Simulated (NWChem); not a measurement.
System: CH2F4Si; SMILES F[SiH2]C(F)(F)F

Input file for NWChem:

```
start job
memory heap 200 mb stack 900 mb global 1100 mb
geometry units angstroms noautoz
  Si    -0.597297    -1.092307    -0.003988
  F      0.664519    -2.091746     0.007088
  C      0.064038     0.710891    -0.000178
  F      0.823611     0.993221    -1.083737
  F      0.803428     0.996020     1.096540
  F     -0.989457     1.570683    -0.011008
  H     -1.382271    -1.280109    -1.243836
  H     -1.402241    -1.277986     1.223302
end
basis spherical
  * library def2-svp
end
dft
  xc mn15
  iterations 150
  mulliken
end
task dft gradient
```

Output (shortened):

```
             Northwest Computational Chemistry Package (NWChem) 7.3.0
             --------------------------------------------------------

 CS  symmetry detected

                             Geometry "geometry" -> ""
                             -------------------------

 Output coordinates in angstroms (scale by  1.889725989 to convert to a.u.)

  No.       Tag          Charge          X              Y              Z
 ---- ---------------- ---------- -------------- -------------- --------------
    1 Si                  14.0000    -0.63597270    -1.07306816     0.00000000
    2 F                    9.0000     0.60509939    -2.09821239     0.00000000
    3 C                    6.0000     0.06226533     0.71616775     0.00000000
    4 F                    9.0000     0.81744458     0.98444374    -1.09018530
    5 F                    9.0000     0.81744458     0.98444374     1.09018530
    6 F                    9.0000    -0.97340256     1.59741739     0.00000000
    7 H                    1.0000    -1.43462401    -1.24344229    -1.23360987
    8 H                    1.0000    -1.43462401    -1.24344229     1.23360987

 Effective nuclear repulsion energy (a.u.)     331.6384816717

      Symmetry information
      --------------------

 Group name             Cs
 Group number              2
 Group order               2
 No. of unique centers     6

                                 NWChem DFT Module
                                 -----------------

 Summary of "ao basis" -> "ao basis" (spherical)
 ------------------------------------------------------------------------------
       Tag                 Description            Shells   Functions and Types
 ---------------- ------------------------------  ------  ---------------------
 Si                         def2-svp                 8       18   4s3p1d
 F                          def2-svp                 6       14   3s2p1d
 C                          def2-svp                 6       14   3s2p1d
 H                          def2-svp                 3        5   2s1p

      Symmetry analysis of basis
      --------------------------

        a'         62
        a"         36

            General Information
            -------------------
          SCF calculation type: DFT
          Wavefunction type:  closed shell.
          No. of atoms     :     8
          No. of electrons :    58
           Alpha electrons :    29
            Beta electrons :    29
          Charge           :     0
          Spin multiplicity:     1
          Use of symmetry is: on ; symmetry adaption is: on
          Maximum number of iterations: 150
          AO basis - number of functions:    98
                     number of shells:    44
          Convergence on energy requested:  1.00D-06
          Convergence on density requested:  1.00D-05
          Convergence on gradient requested:  5.00D-04

              XC Information
              --------------
                         MN15 Method XC Functional
                     Hartree-Fock (Exact) Exchange  0.440
                          MN15 Exchange Functional  1.000
                        MN15 Correlation Potential  1.000

             Grid Information
             ----------------
          Grid used for XC integration:  medium
          Radial quadrature: Mura-Knowles
          Angular quadrature: Lebedev.
          Tag              B.-S. Rad. Rad. Pts. Rad. Cut. Ang. Pts.
          ---              ---------- --------- --------- ---------
          Si                  1.10       88           7.0       590
          F                   0.50       49          10.0       434
          C                   0.70       49           8.0       434
          H                   0.35       45           8.0       434
          Grid pruning is: on
          Number of quadrature shells:   329
          Spatial weights used:  Erf1

      Superposition of Atomic Density Guess
      -------------------------------------

 Sum of atomic energies:        -724.53195835

      Non-variational initial energy
      ------------------------------

 Total energy =    -725.947871
 1-e energy   =   -1669.515623
 2-e energy   =     611.929271
 HOMO         =      -0.346234
 LUMO         =       0.054068

      Symmetry analysis of molecular orbitals - initial
      -------------------------------------------------

  Numbering of irreducible representations:

     1 a'          2 a"

  Orbital symmetries:

     1 a'          2 a'          3 a'          4 a"          5 a'
     6 a'          7 a'          8 a'          9 a"         10 a'
    11 a'         12 a'         13 a"         14 a'         15 a'
    16 a'         17 a'         18 a"         19 a'         20 a"
    21 a'         22 a'         23 a"         24 a'         25 a"
    26 a'         27 a"         28 a"         29 a'         30 a'
    31 a'         32 a"         33 a'         34 a'         35 a'
    36 a"         37 a'         38 a"         39 a'

     ---------------------------------------------
      Total Density - Mulliken Population Analysis
     ---------------------------------------------

[...]

                         DFT ENERGY GRADIENTS

    atom               coordinates                        gradient
                 x          y          z           x          y          z
   1 Si     -1.201814  -2.027805   0.000000    0.005851  -0.002653   0.000000
   2 F       1.143472  -3.965046   0.000000   -0.000347   0.000038   0.000000
   3 C       0.117664   1.353361   0.000000   -0.005166  -0.014231   0.000000
   4 F       1.544746   1.860329  -2.060151    0.008751   0.003580  -0.012356
   5 F       1.544746   1.860329   2.060151    0.008751   0.003580   0.012356
   6 F      -1.839464   3.018681   0.000000   -0.011398   0.010892   0.000000
   7 H      -2.711046  -2.349765  -2.331185   -0.003221  -0.000602  -0.003589
   8 H      -2.711046  -2.349765   2.331185   -0.003221  -0.000602   0.003589
```

Level: MN15/def2-SVP. Coordinates come from a B3LYP/6-31G* (spherical d) optimisation.
